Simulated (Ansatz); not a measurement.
Reaction (ligand exchange at a W–C bond): `[CH3][W](=[O])(=[O])[Cl]` + HCl → `[O]=[W](=[O])([Cl])[Cl]` + CH₄

Calculated with Ansatz (gas phase, PBE0-D4/def2-TZVP geometries, no zero-point term in ΔE). CBS: MP2 limit from def2 TZ/QZ plus the TZ coupled-cluster correction, frozen cores. This one scheme is used for every species. Functionals use def2-TZVPP. def2 core potentials past Kr. For W outer-core shells are correlated without core-valence functions, which leaves a few kJ/mol of doubt a bond.

(1) Is it downhill or uphill in electronic energy at CCSD(T)/CBS, and by how much? (An estimate is asked.)

(2) What do these levels give: PBE-D4, BLYP-D4, BHLYP-D4, CAM-B3LYP-D4, ωB97M-V, PBE0, r2SCANh, r2SCAN0, CAM-B3LYP, LC-ωPBE, HF/CBS(def2), CCSD/CBS(def2)? (An estimate is asked.)

(3) What do rigid-rotor, harmonic-oscillator terms from PBE0-D4/def2-TZVP frequencies (298.15 K, 1 bar) make of the CCSD(T)/CBS value? (Estimate.)

Largest T1 diagnostic among the species: 0.023, so the coupled-cluster value is less sure than usual.

Results:

(1) Computed: Downhill: ΔE = -128.0 kJ/mol.

(2) Ansatz gave: PBE-D4 -133.8, BLYP-D4 -137.0, BHLYP-D4 -134.0, CAM-B3LYP-D4 -131.3, ωB97M-V -128.6, PBE0 -132.0, r2SCANh -137.5, r2SCAN0 -135.0, CAM-B3LYP -131.7, LC-ωPBE -127.5, HF/CBS(def2) -131.2, CCSD/CBS(def2) -123.7 kJ/mol.

(3) Computed: ΔZPE = +10.0 kJ/mol, ΔH = -118.9 kJ/mol, ΔS = -15 J/(mol·K), ΔG = -114.4 kJ/mol.

From r2SCAN to r2SCAN0 (25 % exact exchange), in def2-TZVPP and without D4, ΔE moves by +4.1 kJ/mol. Leaving LDA and LC-ωPBE aside and taking each functional with its dispersion term where it has one, the values, not all of them listed here, spread over 14.8 kJ/mol, from B97M-V to ωB97M-V. LDA lies +5.7 kJ/mol from PBE without D4.
